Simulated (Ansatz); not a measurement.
Cost and result for the atomization energy of `FB1[CH2][AlH][Se]1` (8 atoms, 8 bonds).

```tsv
atom	x (Å)	y (Å)	z (Å)
F1	0.518	-2.087	-1.091
B2	-0.013	-0.964	-0.639
C3	0.252	-0.326	0.761
Al4	-0.203	1.382	-0.070
Se5	-1.096	0.197	-1.848
H6	1.176	-0.595	1.272
H7	-0.595	-0.535	1.428
H8	-0.039	2.928	0.188
```

Charge 0, multiplicity 1. Correlated methods include outer-core shells of Se, which these sets cover unevenly. Scalar relativity is left out up to krypton. All single points use the PBE0-D4/def2-TZVP geometry. Program: Ansatz. All runs use 4 threads of a server CPU on a shared host. Times are those of one run each, without the atoms' runs, and a repeat can differ threefold. Electronic energies, without spin–orbit coupling; frozen cores. CCSD(T)/CBS adds CCSD(T) − MP2 in def2-TZVPP to the MP2 limit, and its time is that of the two runs behind it. T1 = 0.012. With those shells the extrapolation isn't a true limit. HSE06 is the plane-wave form, built on full-range PBE exchange.

CCSD(T)/CBS is a level of theory with its own doubt, some kJ/mol a heavy atom from the limit and from the frozen cores, so smaller differences don't rank the functionals.

```
                           level  functions  wall time  atomization (kcal/mol)  difference from CCSD(T)/CBS  per bond
          LDA (SPW92)/def2-TZVPP        225      1.6 s                   830.6                        108.1      13.5
              BLYP-D4/def2-TZVPP        225      2.5 s                   716.0                         -6.5      -0.8
            revPBE-D4/def2-TZVPP        225      2.7 s                   719.1                         -3.4      -0.4
              PBE0-D4/def2-TZVPP        225      3.8 s                   727.4                          4.9       0.6
             BHLYP-D4/def2-TZVPP        225      4.1 s                   699.3                        -23.2      -2.9
             HSE06-D4/def2-TZVPP        225      4.2 s                   727.8                          5.3       0.7
           r2SCANh-D4/def2-TZVPP        225        6 s                   727.3                          4.8       0.6
               B2PLYP/def2-TZVPP        225        7 s                   713.5                         -9.0      -1.1
                CCSD(T)/def2-SVP        107      7.5 s                   685.2                        -37.3      -4.7
ωB97M-V/def2-TZVPP (with forces)        225       14 s                   723.9                          1.4       0.2
                  MP2/def2-QZVPP        420       29 s                   737.0                         14.5       1.8
              CCSD(T)/def2-TZVPP        225    2.1 min                   703.1                        -19.4      -2.4
               CCSD(T)/CBS(def2)          –    2.5 min                   722.5                          0.0       0.0
```

From PBE to PBE0 (25 % exact exchange), in def2-TZVPP and without D4, the atomization energy moves by −11.4 kcal/mol: exact exchange takes away binding that semilocal exchange gives to molecules. The D4 term adds +7.9 kcal/mol with B3LYP and +4.1 kcal/mol with PBE0; it sums over pairs of atoms, weighted by their polarisabilities, and B3LYP, whose exchange is more repulsive, gets the larger term. At CCSD(T), def2-SVP lies −37.3 kcal/mol from the extrapolated value and def2-TZVPP −19.3 kcal/mol: correlation converges slowly with the basis, and small sets miss more of it in the bonded molecule than in its fragments.

B3LYP here is the variant with VWN-RPA as its local correlation; programs differ in this.
